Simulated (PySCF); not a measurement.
**Shapes and spin states of Mg2Te**

All numbers come from B3LYP in PySCF with Te def2-SVP with ECP28, Mg def2-SVP; scalar-relativistic core potentials, no spin–orbit coupling; density-fitted integrals.

Relaxations began from a few typed shapes and spin states; open shells are unrestricted. The search is not exhaustive: other isomers or separated fragments can lie lower, and high-lying points may rest on an excited occupation.

```
   spin  group               bonds           angles  imaginary modes (cm⁻¹)  ΔE (kJ/mol)  ΔE with ZPE (kJ/mol)
triplet    C2v  Te–Mg 2.689 Å (×2)   Mg–Te–Mg 93.7°                    none          0.0                   0.0
singlet    D∞h  Te–Mg 2.661 Å (×2)  Mg–Te–Mg 180.0°                    none         27.8                  27.5
triplet    D∞h  Te–Mg 2.617 Å (×2)  Mg–Te–Mg 180.0°                86i, 86i         52.4                     –
```

The lowest minimum found is the triplet C2v: Te–Mg 2.689 Å (×2); Mg–Te–Mg 93.7°.

For the lowest minimum: no spin–orbit coupling is included, which matters more the heavier the element.
